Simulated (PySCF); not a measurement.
**Pb⁺: ionisation energy**

Pb⁺ [Xe] 4f14 5d10 6s2 6p1 (2P) → Pb²⁺ [Xe] 4f14 5d10 6s2 (1S), as a difference of total energies. Computed with PySCF 2.14 in def2-TZVPPD with the def2 core potential (60 electrons) (7s5p4d2f, 56 functions), with a scalar-relativistic core potential. Correlated levels: valence: 5s2 5p6 5d10 frozen; valence and next inner shell: nothing frozen outside the core potential. The calculations carry no spin-orbit coupling.

| method | ionisation energy (eV) |
| --- | --- |
| UHF | 13.202 |
| LDA | 13.916 |
| PBE | 13.707 |
| PBE0 | 13.734 |
| r2SCAN | 13.801 |
| M06 | 13.399 |
| PW91 | 13.781 |
| BLYP | 13.654 |
| LC-wPBE | 13.834 |
| MP2 (valence) | 13.383 |
| SCS-MP2 (valence) | 13.369 |
| MP2 (valence and next inner shell) | 13.535 |
| SCS-MP2 (valence and next inner shell) | 13.450 |

Question: How much does correlation contribute at MP2 (valence and next inner shell)?

Answer: 13.535 − (13.202) = 0.333 eV, measured against UHF.

Errors of the correlated levels include the incompleteness of this basis and the frozen core.

For comparison: 13.869 eV (measured; NIST levels, between the centres of gravity of the two terms).
